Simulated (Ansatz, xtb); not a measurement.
C4H13BN2: which of two isomers lies lower

Structure a is `CC(C)CB(N)N`, a singlet and structure b is `CC[C@H](C)NBN`, a singlet. Both are isolated molecules in the gas phase, relaxed with B3LYP/def2-SVP; the shapes shown needn't be the lowest conformers.

a (Å):

```xyz
20

C    -0.9015   -0.9209   -2.2302
C     0.1192   -0.5228   -1.1558
C     0.8549   -1.7591   -0.6214
C    -0.5401    0.2915   -0.0153
B     0.4919    0.9473    1.0138
N     0.7609    0.3139    2.2570
N     1.1599    2.1492    0.6526
H    -0.4273   -1.4774   -3.0563
H    -1.3982   -0.0365   -2.6620
H    -1.6889   -1.5667   -1.8034
H     0.8735    0.1285   -1.6378
H     1.3759   -2.2994   -1.4291
H     0.1431   -2.4655   -0.1575
H     1.5983   -1.4899    0.1449
H    -1.2574   -0.3633    0.5158
H    -1.1528    1.0945   -0.4665
H     1.4083    0.6661    2.9515
H     0.2991   -0.5403    2.5370
H     1.8564    2.6109    1.2242
H     0.9807    2.6257   -0.2208
```

b (Å):

| atom | x (Å) | y (Å) | z (Å) |
| --- | --- | --- | --- |
| C | 0.2220 | 2.0032 | 1.2132 |
| C | -0.4788 | 1.2510 | 0.0830 |
| C | 0.4758 | 0.5655 | -0.9133 |
| C | -0.2949 | -0.0434 | -2.0944 |
| B | 2.7143 | -0.6249 | -0.3585 |
| N | 1.3143 | -0.4234 | -0.2515 |
| N | 3.5772 | 0.1746 | -1.1446 |
| H | 0.8719 | 1.3301 | 1.7929 |
| H | 0.8564 | 2.8149 | 0.8189 |
| H | -0.5059 | 2.4558 | 1.9052 |
| H | -1.1334 | 1.9413 | -0.4772 |
| H | -1.1508 | 0.4795 | 0.5060 |
| H | 1.1468 | 1.3476 | -1.3127 |
| H | 0.3985 | -0.4985 | -2.8182 |
| H | -0.9803 | -0.8342 | -1.7439 |
| H | -0.8982 | 0.7153 | -2.6199 |
| H | 0.7885 | -1.0951 | 0.2980 |
| H | 3.1995 | -1.5416 | 0.2679 |
| H | 3.2855 | 0.9581 | -1.7149 |
| H | 4.5738 | 0.0094 | -1.1680 |

Quicker runs give these differences E(b) − E(a): GFN2-xTB −6.9 kcal/mol; HF/STO-3G +5.6 kcal/mol (at GFN2-xTB geometries); r2SCAN-D4/def2-SVP +11.0 kcal/mol (at GFN2-xTB geometries).

Task: Estimate which is lower in electronic energy at CCSD(T)/def2-SVP + ΔMP2/def2-TZVPP, and by roughly how much.

Result: The CCSD(T)/def2-SVP + ΔMP2/def2-TZVPP calculation puts structure a lower, by 11.9 kcal/mol.

The same difference at several levels:

```json
{"level": "GFN2-xTB", "geometry": "GFN2-xTB", "E(b) − E(a) (kcal/mol)": "−6.9", "departure from the last row (kcal/mol)": "−18.8", "job, with rough time for the two": "optimisation, 0.45 s"}
{"level": "HF/STO-3G", "geometry": "GFN2-xTB", "E(b) − E(a) (kcal/mol)": "+5.6", "departure from the last row (kcal/mol)": "−6.3", "job, with rough time for the two": "single point, 0.44 s"}
{"level": "r2SCAN-D4/def2-SVP", "geometry": "GFN2-xTB", "E(b) − E(a) (kcal/mol)": "+11.0", "departure from the last row (kcal/mol)": "−0.9", "job, with rough time for the two": "single point, 4.8 s"}
{"level": "B3LYP/def2-SVP", "geometry": "B3LYP/def2-SVP", "E(b) − E(a) (kcal/mol)": "+9.1", "departure from the last row (kcal/mol)": "−2.8", "job, with rough time for the two": "optimisation, 1.7 min"}
{"level": "HF/def2-SVP", "geometry": "B3LYP/def2-SVP", "E(b) − E(a) (kcal/mol)": "+9.8", "departure from the last row (kcal/mol)": "−2.1", "job, with rough time for the two": "part of the CCSD(T) run"}
{"level": "MP2/def2-SVP", "geometry": "B3LYP/def2-SVP", "E(b) − E(a) (kcal/mol)": "+10.5", "departure from the last row (kcal/mol)": "−1.4", "job, with rough time for the two": "part of the CCSD(T) run"}
{"level": "CCSD(T)/def2-SVP", "geometry": "B3LYP/def2-SVP", "E(b) − E(a) (kcal/mol)": "+9.6", "departure from the last row (kcal/mol)": "−2.3", "job, with rough time for the two": "single point"}
{"level": "CCSD(T)/def2-SVP + ΔMP2/def2-TZVPP", "geometry": "B3LYP/def2-SVP", "E(b) − E(a) (kcal/mol)": "+11.9", "departure from the last row (kcal/mol)": "", "job, with rough time for the two": "single point, 2.4 min"}
```

As drawn, b has 1 C–N, 1 B–H in place of 1 C–B, 1 N–H.

GFN2-xTB puts the two in the other order. The largest departure from CCSD(T)/def2-SVP + ΔMP2/def2-TZVPP is that of GFN2-xTB, 18.8 kcal/mol. The last row adds to CCSD(T) the change of the MP2 difference between the two basis sets, here +2.3 kcal/mol.

With thermal terms from frequencies at re-optimised GFN2-xTB minima (ideal gas, soft modes damped towards free rotors, one conformer each, 298.15 K, 1 atm): the zero-point term adds −0.5 kcal/mol; ΔH is +11.3 and ΔG +11.4 kcal/mol.

The correlated steps freeze 7 core orbitals. Mirror images aren't counted in ΔG. Programs: Ansatz 0.2.0, xtb 6.7.1; the last row on 4 threads of Arm Neoverse V1 on a shared host.
